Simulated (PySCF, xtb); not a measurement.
B(F)(H)(OAc) (C2H4BFO2), SMILES CC(=O)OBF.

GFN2-xTB in xtb 6.7.1 at its own geometry gives an orbital gap of 4.66 eV and a dipole moment of 3.57 D.

Geometry: B3LYP-D3(BJ)/def2-SVP. The structure was generated by enumeration, and PubChem lists no compound with its InChIKey, so it may never have been made. One conformer was computed; it need not be the lowest.

Question: What does PBE/def2-TZVP run with PySCF give? (Estimate from the structure and the level; the computed values follow.)

Answer: gap 4.82 eV (levels -6.78 and -1.95 eV), dipole 2.72 D.
